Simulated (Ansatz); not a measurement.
Consider the isomerisation: `N[Si](N)(O)O[SiH3]` → `N[SiH2][Si](N)(O)O`.

Program: Ansatz. Geometries: PBE0-D4/def2-TZVP. ΔE: electronic, gas phase. CCSD(T)/CBS is the MP2 limit (def2-TZVPP, def2-QZVPP) plus CCSD(T) − MP2 in def2-TZVPP, frozen cores. DFT in def2-TZVPP. B3LYP here is the variant with VWN-RPA as its local correlation; programs differ in this. Each species was taken in one conformer, which may not be the lowest.

`N[Si](N)(O)O[SiH3]`:

Cartesian coordinates in Å:
```
N -1.331 0.710 1.033
Si 0.283 0.644 0.490
N 1.142 -0.259 1.633
O 1.139 2.037 0.354
O 0.183 0.057 -1.043
Si -0.344 -1.272 -1.832
H -1.538 1.031 1.964
H -2.076 0.928 0.393
H 2.138 -0.174 1.736
H 0.769 -1.093 2.052
H 1.151 2.432 -0.518
H -0.066 -2.505 -1.047
H 0.358 -1.353 -3.138
H -1.809 -1.184 -2.076
```

`N[SiH2][Si](N)(O)O`:

Z-matrix (Å, degrees):
```
Si
Si 1 2.337
N 1 1.730 2 104.6
H 1 1.491 2 111.2 3 116.2
H 1 1.497 2 111.5 3 -125.7
O 2 1.644 1 107.4 3 165.9
N 2 1.723 1 119.2 3 -73.4
O 2 1.650 1 103.0 3 43.4
H 3 1.009 1 116.9 2 -46.2
H 3 1.008 1 120.0 2 175.4
H 6 0.960 2 116.9 1 169.4
H 7 1.009 2 118.5 1 -72.7
H 7 1.009 2 118.2 1 64.2
H 8 0.960 2 116.8 1 -166.3
```

Question: Is it downhill or uphill in electronic energy at CCSD(T)/CBS, and by how much? (Best estimate.)

Answer: Computed: Uphill: ΔE = +35.9 kcal/mol.

Question: What do these levels give: PBE-D4, B3LYP-D4, B3LYP, MP2/def2-TZVPP, CCSD/def2-TZVPP, CCSD/CBS(def2)? (Best estimate.)

Answer: Ansatz gave: PBE-D4 28.8, B3LYP-D4 35.4, B3LYP 35.2, MP2/def2-TZVPP 37.4, CCSD/def2-TZVPP 37.3, CCSD/CBS(def2) 37.0 kcal/mol.

Largest T1 diagnostic among the species: 0.012.

From PBE to PBE0 (25 % exact exchange), in def2-TZVPP and without D4, ΔE moves by +3.1 kcal/mol. In def2-TZVPP, CCSD(T) changes the Hartree–Fock value by −6.8 kcal/mol (the triples alone add −1.0 kcal/mol) and MP2 by −5.6 kcal/mol.
